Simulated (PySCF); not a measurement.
Q: Give a PBE0-D3(BJ)/def2-SVP geometry of Zr(NMe2)Cl3 (`C[N](C)[Zr]([Cl])([Cl])[Cl]`). (Singlet state.)

A: 
```xyz
13
C2H6Cl3NZr angstrom
Zr    -0.5692   -0.4998   -1.6235
N      0.0811    0.1001    0.1494
C      1.3332   -0.3717    0.6995
C     -0.6831    0.9487    1.0363
H      2.0030    0.4721    0.9475
H      1.8633   -1.0114   -0.0236
H      1.1698   -0.9638    1.6184
H     -1.6241    1.2659    0.5611
H     -0.9375    0.4212    1.9737
H     -0.1166    1.8615    1.2968
Cl     1.3334   -0.8785   -2.9522
Cl    -2.0857    1.1098   -2.4126
Cl    -1.7371   -2.5062   -1.2487
```

Any rigid rotation of these coordinates is as good. Atoms count from 1 in this order. Of the pairs four or more bonds apart, H6···Cl11 is among the closest relative to their van der Waals radii: 2.98 Å, 101 % of the sum of Bondi's values. All 3 Cl–Zr bonds measure 2.348 to 2.352 Å. N2 (nitrogen bonded to 2 C and Zr) is planar (angles 123.6°, 121.7° and 114.6°, sum 359.8°, 0.04 Å off the plane of its three neighbours). Zr1 (zirconium bonded to 3 Cl and N) is distorted tetrahedral (angles from 106.2° to 116.3°).

Bonds between heavy atoms (Å): Zr1–N2 1.981, Zr1–Cl11 2.351, Zr1–Cl12 2.348, Zr1–Cl13 2.352, N2–C3 1.447, N2–C4 1.446.

Method used: PBE0-D3(BJ)/def2-SVP geometry optimisation, gas phase, def2 core potentials past Kr in PySCF.

Point group: near Cs, missed by 0.14 Å at most; the miss may be what the optimiser left on a soft mode. Not checked by PBE0-D3(BJ)/def2-SVP frequencies.
